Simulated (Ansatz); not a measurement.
Geometry optimisation, RKS PBE/def2-mTZVP (Ansatz 0.2.0).

Input:

```yaml
crystal:
  periodic: [false, false, false]
  atoms:
    - { symbol: Ge, position_ang: [0.0, 0.0, 0.0] }
    - { symbol: H, position_ang: [0.0, 0.0, 1.9] }
    - { symbol: Cl, position_ang: [2.0935, 0.0, -0.7393] }
    - { symbol: F, position_ang: [-0.7913, 1.3709, -0.5594] }
    - { symbol: Cl, position_ang: [-1.0456, -1.8115, -0.7393] }
    - { symbol: O, position_ang: [1.0804, -1.6406, 0.6527] }
    - { symbol: H, position_ang: [0.514, -2.4726, 0.5682] }
    - { symbol: H, position_ang: [0.5465, -0.8299, 1.8011] }
basis:
  gaussian: { orbitals: def2-mTZVP }
hamiltonian:
  xc: pbe
relax:
  f_tol: 0.15
  max_steps: 25
  restrain:
    - { distance: [0, 5], at: 1.77, k: 30.0 }
    - { distance: [7, 1], at: 0.66, k: 30.0 }
    - { distance: [0, 1], at: 2.75, k: 30.0 }
    - { distance: [7, 5], at: 2.21, k: 30.0 }
output:
  orbitals: {}
```

Run as:

```bash
$ ansatz run input.yaml --threads 4 --pin off --max-ram 5120MiB --backend cpu --events-out ev --progress --plain --runs-dir out
```

Problem. Where does it end, and by what steps?

Solution. The forces met the threshold. The restraints hold the end off the free minimum; the threshold counts their pulls, which the force column leaves out. Restrained pairs: Ge1–O6 (2.07 → 1.77 Å), H2–H8 (1.00 → 0.71 Å), Ge1–H2 (1.90 → 2.76 Å), O6–H8 (1.50 → 2.22 Å). After 16 steps the energy has fallen by 3.890 eV (the restraints' own energy left out); Cl5 moved furthest, 1.36 Å.

| step | energy less start (eV) | largest force component (eV/Å) | accepted |
| --- | --- | --- | --- |
| 0 | 0.0000 | 3.834 | yes |
| 1 | -0.2030 | 3.438 | yes |
| 2 | -0.9610 | 2.666 | yes |
| 3 | -2.2659 | 1.880 | yes |
| 4 | -2.9505 | 1.400 | yes |
| 5 | -3.2725 | 1.001 | yes |
| 6 | -3.5139 | 0.830 | yes |
| 7 | -3.6684 | 1.077 | yes |
| 8 | -3.7506 | 1.070 | yes |
| 9 | -3.7499 | 1.275 | yes |
| 10 | -3.7682 | 1.327 | yes |
| 11 | -3.8168 | 1.328 | yes |
| 12 | -3.8432 | 1.414 | yes |
| 13 | -3.8731 | 1.528 | yes |
| 14 | -3.8815 | 1.615 | yes |
| 15 | -3.8986 | 1.263 | no |
| 16 | -3.8901 | 1.550 | yes |

```xyz
8
Properties=species:S:1:pos:R:3
Ge 0.103 -0.630 -0.328
H 0.729 0.550 2.084
Cl 1.861 0.461 -0.877
F -1.074 0.528 0.231
Cl -0.751 -1.604 -2.053
O 0.425 -1.829 0.934
H 0.265 -2.737 0.605
H 0.839 -0.123 2.288
```

Time of the run: 34 s on 4 threads of Arm Neoverse V1 (shared host), peak memory 0.2 GiB.
